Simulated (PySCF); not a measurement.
HIPbS, SMILES [Pb]([I])[SH] (connectivity only; charge and spin as stated), neutral, multiplicity 1.

Coordinates come from a r2SCAN-D4/def2-SVP optimisation. The def2 effective core potentials stand for the cores of I, Pb; spin–orbit coupling is left out. The values are those of a single conformer.

The numbers are results of IEF-PCM-B3LYP/def2-SVP (PySCF), not measurements.

The values are the electrostatic part of the solvation free energy, E(continuum) − E(gas) at the gas-phase geometry, in a cavity of scaled van der Waals radii (PySCF's table); cavitation and dispersion terms are not included. A continuum can't describe solvent molecules that bind to the metal. In vacuum the orbital gap is 3.65 eV. The dipole moment in vacuum is 4.35 D.

```tsv
solvent	ε	ΔG(elec) (kcal/mol)	dipole (D)	gap (eV)
water	78.36	-8.8	6.98	4.16
N,N-dimethylformamide	37.22	-8.5	6.91	4.15
cyclohexanone	15.62	-7.9	6.72	4.12
```
